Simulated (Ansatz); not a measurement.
CH₈ClNSi₂ (`C[SiH2][SiH](N)Cl`) at its PBE0-D4/def2-TZVP geometry, where that method's forces vanish. The species carries charge 0 and has multiplicity 1.

```xyz
13

C     0.8286    0.8282    1.9714
Si   -0.0465   -0.4820    0.9594
Si   -0.4670    0.2637   -1.2162
N    -0.8888   -1.0547   -2.2133
Cl    1.2629    1.2774   -1.8116
H     1.7566    1.1275    1.4799
H     0.2018    1.7159    2.0803
H     1.0680    0.4543    2.9692
H    -1.3328   -0.8813    1.5978
H     0.7960   -1.7085    0.8433
H    -1.5469    1.2722   -1.3519
H    -0.3593   -1.9109   -2.1758
H    -1.2726   -0.9019   -3.1325
```

Problem. What forces (eV/Å) does ωB97M-V/def2-TZVPP give on these atoms in Ansatz 0.2.0? (An estimate is asked.)

Solution. The calculation gave: 
```
C1   0.018  0.021  0.019
Si2 -0.053 -0.121 -0.019
Si3 -0.140  0.123  0.142
N4   0.007 -0.039 -0.049
Cl5  0.037  0.011 -0.007
H6  -0.064 -0.017  0.039
H7   0.048 -0.060 -0.006
H8  -0.015  0.035 -0.077
H9   0.136  0.045 -0.070
H10 -0.085  0.126  0.008
H11  0.118 -0.112  0.013
H12 -0.020  0.010 -0.014
H13  0.011 -0.023  0.021
```
